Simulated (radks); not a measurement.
Problem. The mean radii <r> (bohr) of the occupied orbitals of an atom or ion are listed with their occupations. Method: Dirac Kohn-Sham, exchange-only B88, spin-unpolarised, spherical densities, finite nucleus; Fermi nuclear charge, rms radius of each element as measured or else 0.836 A^(1/3) + 0.57 fm; computed with a radial shooting solver on a logarithmic mesh with Libxc functionals.

| orbital | occ. | <r> |
|---|---|---|
| 1s1/2 | 2 | 0.04409 |
| 2s1/2 | 2 | 0.1943 |
| 2p1/2 | 2 | 0.1672 |
| 2p3/2 | 4 | 0.1709 |
| 3s1/2 | 2 | 0.5046 |
| 3p1/2 | 2 | 0.4929 |
| 3p3/2 | 3 | 0.4991 |

Name the element and its charge. Open shells, if any, fill j = l - 1/2 first.

Solution. Z = 34, selenium, charge +17: Se17+ in [Ne] 3s2 3p5. The 1s radius gives Z: for a bare nucleus <r> = (2 gamma + 1)/(2Z) with gamma = sqrt(1 - (Z/c)^2), 0.0432 bohr for Z = 34, and screening makes it slightly larger (0.04409 here). The occupations add up to 17, and the charge is Z minus that.
